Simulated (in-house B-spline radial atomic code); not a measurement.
Values are calculated unless marked as measured or tabulated.
## Stopping and range of 1 keV Al in InSb

The pair potential comes from two frozen, spherical free-atom densities (PBE, B-spline radial code, scalar-relativistic past argon): electrostatics plus the change in Thomas-Fermi kinetic and Dirac exchange energy where they overlap, the recipe behind the universal ZBL potential, which averages such potentials (from solid-state densities) over many pairs. It is written V = (Z1 Z2 e²/r) φ(r/a), with e² = 14.3996 eV·Å and a = 0.46850 Å/(Z1^0.23 + Z2^0.23); ZBL's fit is φ = 0.18175 e^(−3.1998x) + 0.50986 e^(−0.94229x) + 0.28022 e^(−0.4029x) + 0.02817 e^(−0.20162x). Where φ falls below 4e-4 it is continued as an exponential.

The target is taken as amorphous, with density 5.77 g/cm³ (NSM archive of the Ioffe Institute); channelling is ignored. Masses: Al 26.98, In 114.82, Sb 121.76 u. Nuclear stopping is S_n = 4π a Z1 Z2 e² M1/(M1 + M2) × s_n(ε), with s_n integrated over impact parameters for each pair. Electronic stopping is Lindhard and Scharff's S_e = Z1^(1/6) 8π e² a0 Z1 Z2/(Z1^(2/3) + Z2^(2/3))^(3/2) × v/v0, with a0 = 0.529177 Å and v = v0 at 24.801 keV/u; it misses the oscillations with Z1 seen in experiment, which reach tens of per cent. Compounds add by atom fraction.

| target atom | a (Å) | ε at this energy | s_n, this pair | s_n, ZBL potential |
| --- | --- | --- | --- | --- |
| In | 0.11020 | 0.009728 | 0.1669 | 0.1621 |
| Sb | 0.10961 | 0.009399 | 0.1653 | 0.16 |

Question: What are the atom density and the stopping powers at entry?

Answer: N = 5.77 × 0.602214/118.29 = 0.02938 atoms/Å³. For In: S_n = 2417 × 0.1669 = 403.3 eV·Å², S_e = 2.7789 × √1000 = 87.88 eV·Å². For Sb: S_n = 2385 × 0.1653 = 394.2 eV·Å², S_e = 2.8113 × √1000 = 88.9 eV·Å². Averaged over the target's atoms (half each) and times N × 10 Å/nm, the ion loses N S_n = 117 eV/nm to recoils and N S_e = 26 eV/nm to electrons; the nuclear share is 82 %.

Along the track:

```csv
E (keV),N S_n (eV/nm),N S_e (eV/nm)
0.05,26.7,5.81
0.15,48.3,10.1
0.3,68.5,14.2
0.5,87.1,18.4
0.75,104,22.5
1,117,26
```

Question: Estimate the path length and the projected range.

Answer: With continuous slowing down the path is the integral of dE/(N (S_n + S_e)). Trapezoids over the table give 10.8 nm, and the stretch below the first row, with stopping taken as √E, adds 2E/(N S) = 3.1 nm: 13.9 nm in all, against 12.7 nm on a fine grid from 5 eV, a cut that itself drops some per cent of so short a path. Deflections shorten the depth: to first order in the energy passed on, N (S_n + S_e) dR_p/dE = 1 − N S_n (M2/M1) R_p/(2E), summed over the target's atoms, and integrating this on the fine grid gives R_p = 2.96 nm, 0.23 of the path. Lindhard's rule of thumb R/(1 + M2/3M1), with mean M2/M1 = 4.38, gives 5.17 nm; it is meant for M2/M1 below about 2. On the ZBL potential the same equation gives 3.04 nm, and the full integral equation, which keeps hard collisions, 3.09 nm.
